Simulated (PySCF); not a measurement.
## Sn (tin, neutral) across methods

[Kr] 4d10 5s1 5p3, high-spin 5S determinant (an excited configuration). Calculation: PySCF 2.14, in def2-TZVPPD with the def2 core potential (28 electrons) (7s5p4d2f, 56 functions); scalar relativity through the core potential. The B2PLYP total includes its PT2 part (frozen core); its orbital energies are those of the SCF part.

```tsv
method	E (hartree)	mean ε 4d β (eV)	mean ε 5s α (eV)	mean ε 5p α (eV)	Σ⟨r²⟩ (bohr²)	⟨S²⟩
r2SCAN	-214.1635	-26.845	-12.879	-5.314	58.84	6.004
BHandHLYP	-214.0086	-31.658	-15.265	-6.651	59.32	6.001
B2PLYP	-213.8007	-31.717	-15.389	-6.739	59.52	6.002
M06-2X	-214.0252	-31.735	-15.453	-6.838	58.64	6.001
UHF	-213.23115	-36.230	-18.295	-8.535	59.72	6.005
wB97M-V	-214.0295	-31.616	-16.619	-7.960	59.33	6.002
LDA	-213.7107	-26.387	-12.389	-5.079	59.66	6.002
PBE	-214.0589	-26.306	-12.198	-4.993	59.61	6.002
PBE0	-214.0835	-29.018	-13.889	-5.986	59.23	6.002
```

Energies and moments cover only the electrons outside the core potential.
